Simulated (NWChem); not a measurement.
System: SiH4S; SMILES S[SiH3]

The following NWChem deck was run.

```
start job
memory heap 200 mb stack 900 mb global 1100 mb
geometry units angstroms
  Si     0.003674     0.991361    -0.000256
  S      0.077870    -1.144350    -0.001017
  H     -0.679957     1.513732     1.210066
  H      1.421919     1.422657    -0.006134
  H     -0.690252     1.513781    -1.204674
  H     -1.256739    -1.300457     0.001458
end
basis spherical
  * library 3-21g
end
dft
  xc hfexch
  iterations 150
end
driver
  maxiter 120
end
task dft optimize
task dft freq
```

Output (shortened):

```
             Northwest Computational Chemistry Package (NWChem) 7.3.0
             --------------------------------------------------------

 C1  symmetry detected

                             Geometry "geometry" -> ""
                             -------------------------

 Output coordinates in angstroms (scale by  1.889725989 to convert to a.u.)

  No.       Tag          Charge          X              Y              Z
 ---- ---------------- ---------- -------------- -------------- --------------
    1 Si                  14.0000     0.01556828     1.02891528     0.00000032
    2 S                   16.0000     0.05943476    -1.10763400     0.00001285
    3 H                    1.0000    -0.66274947     1.56133313     1.20893308
    4 H                    1.0000     1.43980222     1.44003012    -0.00345374
    5 H                    1.0000    -0.66870633     1.56074306    -1.20582145
    6 H                    1.0000    -1.27725845    -1.24477614     0.00013202

 Effective nuclear repulsion energy (a.u.)      89.2443220958

                                Z-matrix (autoz)
                                --------

 Units are Angstrom for bonds and degrees for angles

      Type          Name      I     J     K     L     M      Value
      ----------- --------  ----- ----- ----- ----- ----- ----------
    1 Stretch                  1     2                       2.13700
    2 Stretch                  1     3                       1.48496
    3 Stretch                  1     4                       1.48239
    4 Stretch                  1     5                       1.48495
    5 Stretch                  2     6                       1.34371
    6 Bend                     1     2     6                94.68174
    7 Bend                     2     1     3               111.58227
    8 Bend                     2     1     4               104.92490
    9 Bend                     2     1     5               111.56358
   10 Bend                     3     1     4               109.95821
   11 Bend                     3     1     5               108.79512
   12 Bend                     4     1     5               109.96900
   13 Torsion                  3     1     2     6          61.09939
   14 Torsion                  4     1     2     6        -179.86700
   15 Torsion                  5     1     2     6         -60.83027

  xc_inp: hfexch multiplicative factor not found.

                           NWChem Geometry Optimization
                           ----------------------------

 maximum gradient threshold         (gmax) =   0.000450
 rms gradient threshold             (grms) =   0.000300
 maximum cartesian step threshold   (xmax) =   0.001800
 rms cartesian step threshold       (xrms) =   0.001200
 fixed trust radius                (trust) =   0.300000
 source of zmatrix                         =   autoz

          -------------------
          Energy Minimization
          -------------------

 Using diagonal initial Hessian
 Scaling for Hessian diagonals: bonds = 1.00  angles = 0.25  torsions = 0.10

          --------
          Step   0

                                 NWChem DFT Module
                                 -----------------

 Summary of "ao basis" -> "ao basis" (spherical)
 ------------------------------------------------------------------------------
       Tag                 Description            Shells   Functions and Types
 ---------------- ------------------------------  ------  ---------------------
 Si                          3-21g                   7       13   4s3p
 S                           3-21g                   7       13   4s3p
 H                           3-21g                   2        2   2s

[...]

      ----------------------
      Optimization converged
      ----------------------

  Step       Energy      Delta E   Gmax     Grms     Xrms     Xmax
  ---- ---------------- -------- -------- -------- -------- --------
@    6    -685.27710305 -3.3D-08  0.00001  0.00001  0.00019  0.00044
                                     ok       ok       ok       ok

                                Z-matrix (autoz)
                                --------

 Units are Angstrom for bonds and degrees for angles

      Type          Name      I     J     K     L     M      Value     Gradient
      ----------- --------  ----- ----- ----- ----- ----- ---------- ----------
    1 Stretch                  1     2                       2.25519   -0.00000
    2 Stretch                  1     3                       1.48041   -0.00001
    3 Stretch                  1     4                       1.47710    0.00000
    4 Stretch                  1     5                       1.48041   -0.00001
    5 Stretch                  2     6                       1.35098    0.00001
    6 Bend                     1     2     6               100.14997    0.00001
    7 Bend                     2     1     3               110.23224   -0.00000
    8 Bend                     2     1     4               104.06189    0.00000
    9 Bend                     2     1     5               110.22666   -0.00000
   10 Bend                     3     1     4               111.11995    0.00000
   11 Bend                     3     1     5               109.94980   -0.00001
   12 Bend                     4     1     5               111.12209    0.00000
   13 Torsion                  3     1     2     6          60.84214   -0.00000
   14 Torsion                  4     1     2     6        -179.93577    0.00000
   15 Torsion                  5     1     2     6         -60.71393    0.00001

                         Geometry "geometry" -> "geometry"
                         ---------------------------------

 Output coordinates in angstroms (scale by  1.889725989 to convert to a.u.)

  No.       Tag          Charge          X              Y              Z
 ---- ---------------- ---------- -------------- -------------- --------------
    1 Si                  14.0000     0.02648745     1.10075899    -0.00015699
    2 S                   16.0000     0.02679585    -1.15443056    -0.00050488
    3 H                    1.0000    -0.64900505     1.61244370     1.21372112
    4 H                    1.0000     1.45926748     1.45984517    -0.00330728
    5 H                    1.0000    -0.65445063     1.61268293    -1.21089183
    6 H                    1.0000    -1.30300409    -1.39268879     0.00094294

 Effective nuclear repulsion energy (a.u.)      85.8896246181

                Final and change from initial internal coordinates
                --------------------------------------------------

                                Z-matrix (autoz)
                                --------

[...]

 Rotational Constants
 --------------------
 A=   2.195165 cm-1  (  3.158282 K)
 B=   0.189993 cm-1  (  0.273351 K)
 C=   0.186309 cm-1  (  0.268050 K)

 Temperature                      =   298.15K
 frequency scaling parameter      =   1.0000

 Zero-Point correction to Energy  =   21.961 kcal/mol  (  0.034997 au)
 Thermal correction to Energy     =   24.572 kcal/mol  (  0.039157 au)
 Thermal correction to Enthalpy   =   25.164 kcal/mol  (  0.040101 au)

 Total Entropy                    =   65.345 cal/mol-K
   - Translational                =   38.370 cal/mol-K (mol. weight =  63.9803)
   - Rotational                   =   22.546 cal/mol-K (symmetry #  =        1)
   - Vibrational                  =    4.429 cal/mol-K

 Cv (constant volume heat capacity) =   12.829 cal/mol-K
   - Translational                  =    2.979 cal/mol-K
   - Rotational                     =    2.979 cal/mol-K
   - Vibrational                    =    6.870 cal/mol-K

[normal modes left out]

 ----------------------------------------------------------------------------
 Normal Eigenvalue ||           Projected Infra Red Intensities
  Mode   [cm**-1]  || [atomic units] [(debye/angs)**2] [(KM/mol)] [arbitrary]
 ------ ---------- || -------------- ----------------- ---------- -----------
    1       -0.000 ||    0.010146           0.234         9.891       1.527
    2       -0.000 ||    0.001513           0.035         1.475       0.228
    3        0.000 ||    0.000004           0.000         0.004       0.001
    4        0.000 ||    0.002037           0.047         1.986       0.307
    5        0.000 ||    0.001821           0.042         1.775       0.274
    6        0.000 ||    0.000286           0.007         0.278       0.043
    7      175.424 ||    0.032686           0.754        31.863       4.919
    8      451.657 ||    0.033547           0.774        32.703       5.048
    9      590.408 ||    0.049035           1.131        47.802       7.379
   10      656.644 ||    0.044448           1.025        43.330       6.689
   11      875.186 ||    0.003752           0.087         3.658       0.565
   12      976.538 ||    0.417053           9.622       406.564      62.759
   13      997.981 ||    0.091089           2.102        88.798      13.707
   14     1028.267 ||    0.123064           2.839       119.969      18.519
   15     2316.319 ||    0.163236           3.766       159.131      24.564
   16     2316.757 ||    0.094717           2.185        92.335      14.253
   17     2338.942 ||    0.114435           2.640       111.556      17.220
   18     2645.105 ||    0.013296           0.307        12.962       2.001
 ----------------------------------------------------------------------------
```

Level: Hartree-Fock/3-21G.
